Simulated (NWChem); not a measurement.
Molecule: C2H5NOSi; SMILES O=C/N=C/[SiH3]

```xyz
10

O      0.1470     2.9028     0.4732
C     -0.3486     1.8854     0.0974
N      0.2312     0.6076     0.3095
C     -0.4389    -0.3709    -0.1633
Si     0.1680    -2.1603     0.0163
H     -1.3267     1.8586    -0.4617
H     -1.4030    -0.1788    -0.6952
H     -0.8846    -2.9335     0.7421
H      1.4582    -2.1852     0.7540
H      0.3181    -2.7357    -1.3545
```
Atoms are numbered in this order, from 1.

Program: NWChem. Pople sets run with spherical d functions. Structure relaxed at the PBE0/def2-SVP level. Static field.

```
level                 isotropic polarisability (bohr³)  anisotropy (bohr³)
--------------------  --------------------------------  ------------------
PBE/6-31+G*                                       66.4                47.8
B3LYP/6-31+G*                               (withheld)          (withheld)
Hartree-Fock/6-31+G*                              57.2                38.6
CAM-B3LYP/6-31+G*                                 61.7                41.6
```

Question: Complete the blanks.

Answer: 
- B3LYP/6-31+G*, isotropic polarisability (bohr³): 63.3
- B3LYP/6-31+G*, anisotropy (bohr³): 44.1
